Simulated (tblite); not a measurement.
C8H16GeO.
SMILES with atom numbers: `[GeH3:1][O:2][C@:3]12[CH2:4][CH2:5][CH2:6][C@H:7]1[CH2:8][CH2:9][CH2:10]2` (hydrogens: H11, H12, H13 on Ge1; H14, H15 on C4; H16, H17 on C5; H18, H19 on C6; H20 on C7; H21, H22 on C8; H23, H24 on C9; H25, H26 on C10)

Computed with GFN2-xTB (tblite), gas phase: L-BFGS steps from a force-field or distance-geometry start until the largest atomic force falls under 0.01 eV/Å.

Step 54: E = -852.6193 eV
```
atom  x, y, z in Å  |  force x, y, z in eV/Å
Ge1     3.1052    0.0083   -0.8182    0.039   0.036   0.119
O2      1.4266   -0.4119   -0.8711   -0.053  -0.030  -0.050
C3      0.3727   -0.1314    0.0243    0.005  -0.021   0.024
C4      0.4166   -1.0653    1.2551    0.038   0.015   0.004
C5     -0.9085   -1.8362    1.2518    0.035   0.028  -0.009
C6     -1.8620   -0.9657    0.4320    0.007  -0.045   0.009
C7     -0.9635   -0.4380   -0.6864   -0.001  -0.030   0.053
C8     -1.3814    0.8763   -1.3339    0.007  -0.041   0.002
C9     -0.9155    1.9639   -0.3610    0.013  -0.007  -0.013
C10     0.2831    1.3649    0.3904    0.037  -0.017   0.011
H11     3.3511    1.3975   -1.3561   -0.022  -0.037   0.008
H12     3.6175   -0.0724    0.5967    0.037   0.006  -0.037
H13     3.6838   -1.0359   -1.7062    0.000   0.009  -0.032
H14     0.5440   -0.4932    2.1745   -0.054   0.019  -0.006
H15     1.2694   -1.7402    1.1741    0.003  -0.003  -0.049
H16    -1.2644   -2.0306    2.2645   -0.044  -0.014  -0.089
H17    -0.7752   -2.7889    0.7352   -0.013   0.003   0.085
H18    -2.2518   -0.1449    1.0366    0.047  -0.017  -0.043
H19    -2.6990   -1.5447    0.0435   -0.048   0.054   0.011
H20    -0.8094   -1.2254   -1.4287    0.008   0.049   0.008
H21    -2.4529    0.9165   -1.5297    0.017   0.024   0.017
H22    -0.8513    0.9791   -2.2820   -0.024   0.013   0.001
H23    -1.7129    2.2309    0.3338    0.004  -0.068   0.014
H24    -0.6292    2.8711   -0.8901   -0.042   0.034  -0.029
H25     0.1719    1.4864    1.4670   -0.016   0.034  -0.002
H26     1.2141    1.8525    0.0969    0.022   0.010  -0.008
```

Step 55: E = -852.6216 eV
```
atom  x, y, z in Å  |  force x, y, z in eV/Å
Ge1     3.1105    0.0133   -0.8251   -0.030  -0.003   0.124
O2      1.4328   -0.4205   -0.8633   -0.055  -0.024  -0.028
C3      0.3758   -0.1353    0.0281   -0.002  -0.012   0.020
C4      0.4115   -1.0650    1.2627    0.030   0.007   0.002
C5     -0.9151   -1.8330    1.2538    0.030   0.027  -0.006
C6     -1.8633   -0.9613    0.4318    0.007  -0.026  -0.019
C7     -0.9602   -0.4420   -0.6854    0.014   0.001   0.023
C8     -1.3751    0.8710   -1.3365    0.031   0.003   0.013
C9     -0.9192    1.9563   -0.3561    0.037   0.006   0.009
C10     0.2868    1.3627    0.3897    0.031  -0.016   0.001
H11     3.3389    1.4062   -1.3533   -0.011  -0.003  -0.006
H12     3.6340   -0.0758    0.5836    0.051   0.004  -0.026
H13     3.6789   -1.0207   -1.7305    0.009   0.005  -0.028
H14     0.5319   -0.4897    2.1814   -0.041   0.014  -0.016
H15     1.2622   -1.7433    1.1894    0.010   0.008  -0.045
H16    -1.2778   -2.0253    2.2638   -0.031  -0.039  -0.073
H17    -0.7821   -2.7836    0.7336   -0.011  -0.014   0.105
H18    -2.2488   -0.1349    1.0311    0.037  -0.026  -0.030
H19    -2.7019   -1.5364    0.0417   -0.058   0.047   0.017
H20    -0.8056   -1.2310   -1.4253    0.009   0.037   0.005
H21    -2.4445    0.9120   -1.5457    0.033   0.014   0.031
H22    -0.8332    0.9779   -2.2775   -0.025   0.007  -0.008
H23    -1.7180    2.2093    0.3433    0.016  -0.068  -0.008
H24    -0.6392    2.8713   -0.8760   -0.064   0.019  -0.029
H25     0.1839    1.4901    1.4673   -0.012   0.028  -0.026
H26     1.2157    1.8501    0.0863   -0.004   0.004  -0.004
```

Step 56: E = -852.6237 eV
```
atom  x, y, z in Å  |  force x, y, z in eV/Å
Ge1     3.1146    0.0168   -0.8276   -0.085  -0.046   0.078
O2      1.4368   -0.4266   -0.8586   -0.039  -0.013   0.002
C3      0.3784   -0.1383    0.0311   -0.009   0.003   0.008
C4      0.4086   -1.0646    1.2680    0.008  -0.003   0.000
C5     -0.9193   -1.8301    1.2548    0.011   0.010  -0.004
C6     -1.8641   -0.9587    0.4312    0.007   0.000  -0.040
C7     -0.9574   -0.4451   -0.6840    0.023   0.028  -0.016
C8     -1.3709    0.8667   -1.3377    0.046   0.042   0.016
C9     -0.9214    1.9505   -0.3525    0.049   0.014   0.022
C10     0.2899    1.3608    0.3894    0.018  -0.003  -0.010
H11     3.3310    1.4107   -1.3522   -0.005   0.027  -0.011
H12     3.6487   -0.0776    0.5741    0.060   0.000   0.003
H13     3.6761   -1.0086   -1.7480    0.010   0.009  -0.012
H14     0.5217   -0.4869    2.1861   -0.019   0.009  -0.020
H15     1.2574   -1.7455    1.1989    0.016   0.019  -0.032
H16    -1.2892   -2.0211    2.2616   -0.018  -0.052  -0.035
H17    -0.7875   -2.7799    0.7344   -0.002  -0.038   0.101
H18    -2.2452   -0.1278    1.0261    0.023  -0.024  -0.009
H19    -2.7054   -1.5290    0.0403   -0.054   0.035   0.022
H20    -0.8025   -1.2340   -1.4230    0.012   0.015  -0.004
H21    -2.4389    0.9088   -1.5551    0.042   0.005   0.043
H22    -0.8222    0.9770   -2.2741   -0.020   0.000  -0.019
H23    -1.7212    2.1918    0.3503    0.025  -0.058  -0.021
H24    -0.6475    2.8712   -0.8668   -0.077   0.005  -0.020
H25     0.1915    1.4938    1.4672   -0.003   0.017  -0.039
H26     1.2169    1.8484    0.0791   -0.019   0.000  -0.002
```

Step 57: E = -852.6257 eV
```
atom  x, y, z in Å  |  force x, y, z in eV/Å
Ge1     3.1167    0.0192   -0.8283   -0.110  -0.068   0.005
O2      1.4389   -0.4326   -0.8550   -0.013   0.001   0.030
C3      0.3803   -0.1409    0.0338   -0.015   0.016  -0.004
C4      0.4062   -1.0642    1.2726   -0.019  -0.013  -0.005
C5     -0.9228   -1.8275    1.2557   -0.016  -0.015  -0.003
C6     -1.8650   -0.9567    0.4303    0.006   0.020  -0.047
C7     -0.9550   -0.4471   -0.6827    0.020   0.042  -0.048
C8     -1.3662    0.8638   -1.3384    0.046   0.063   0.006
C9     -0.9223    1.9458   -0.3492    0.041   0.018   0.017
C10     0.2931    1.3591    0.3887    0.004   0.015  -0.017
H11     3.3248    1.4149   -1.3514   -0.006   0.031  -0.003
H12     3.6631   -0.0793    0.5660    0.062  -0.005   0.031
H13     3.6745   -0.9971   -1.7634    0.002   0.018   0.013
H14     0.5125   -0.4845    2.1899    0.006   0.005  -0.019
H15     1.2536   -1.7471    1.2063    0.019   0.028  -0.015
H16    -1.2993   -2.0190    2.2589   -0.008  -0.049   0.009
H17    -0.7924   -2.7778    0.7373    0.010  -0.059   0.079
H18    -2.2423   -0.1226    1.0222    0.012  -0.016   0.011
H19    -2.7099   -1.5220    0.0397   -0.038   0.023   0.023
H20    -0.8001   -1.2361   -1.4207    0.018  -0.005  -0.016
H21    -2.4330    0.9068   -1.5630    0.049  -0.001   0.052
H22    -0.8123    0.9761   -2.2714   -0.014  -0.003  -0.023
H23    -1.7236    2.1754    0.3560    0.031  -0.044  -0.024
H24    -0.6563    2.8715   -0.8594   -0.077  -0.006  -0.007
H25     0.1979    1.4977    1.4662    0.008   0.006  -0.040
H26     1.2178    1.8469    0.0723   -0.019  -0.002  -0.002
```

**Question.** Estimate the geometry and energy of step 58. (The exact step hangs on the optimiser's Hessian estimate; all steps are aligned on step 57, rigid shifts and turns removed.)

**Answer.** E = -852.6278 eV, largest force 0.128 eV/Å
```
atom  x, y, z in Å  |  force x, y, z in eV/Å
Ge1     3.1168    0.0205   -0.8280   -0.095  -0.057  -0.064
O2      1.4406   -0.4395   -0.8514    0.009   0.011   0.051
C3      0.3820   -0.1435    0.0361   -0.022   0.023  -0.014
C4      0.4036   -1.0641    1.2767   -0.043  -0.020  -0.010
C5     -0.9263   -1.8255    1.2563   -0.040  -0.040  -0.002
C6     -1.8655   -0.9539    0.4292    0.003   0.030  -0.039
C7     -0.9525   -0.4484   -0.6822    0.009   0.037  -0.065
C8     -1.3608    0.8619   -1.3394    0.037   0.059  -0.006
C9     -0.9226    1.9414   -0.3462    0.020   0.017   0.002
C10     0.2966    1.3576    0.3868   -0.007   0.031  -0.021
H11     3.3189    1.4207   -1.3480   -0.015   0.010   0.012
H12     3.6773   -0.0816    0.5593    0.056  -0.011   0.048
H13     3.6739   -0.9850   -1.7777   -0.009   0.027   0.037
H14     0.5039   -0.4822    2.1932    0.026   0.001  -0.016
H15     1.2501   -1.7486    1.2130    0.018   0.037   0.000
H16    -1.3090   -2.0192    2.2558    0.000  -0.031   0.051
H17    -0.7973   -2.7768    0.7412    0.023  -0.075   0.044
H18    -2.2379   -0.1172    1.0195    0.003  -0.002   0.029
H19    -2.7156   -1.5134    0.0411   -0.017   0.011   0.015
H20    -0.7986   -1.2382   -1.4186    0.025  -0.020  -0.030
H21    -2.4261    0.9048   -1.5695    0.038  -0.002   0.053
H22    -0.8033    0.9753   -2.2695    0.001   0.000  -0.035
H23    -1.7255    2.1578    0.3609    0.028  -0.027  -0.013
H24    -0.6677    2.8723   -0.8526   -0.061  -0.006   0.006
H25     0.2055    1.5019    1.4635    0.019  -0.002  -0.026
H26     1.2184    1.8456    0.0634   -0.004   0.000  -0.006
```

The energy changes by -0.0021 eV. The first-order estimate −F·Δx gives -0.0029 eV and the mean of the old and new forces, exact on a quadratic surface, -0.0021 eV. The step makes an angle of 77° with the force vector and moves no atom by more than 0.019 Å.

The cost below is that of the whole relaxation. The run took 5.1 s on one thread, AMD EPYC (x86_64), on a shared host.
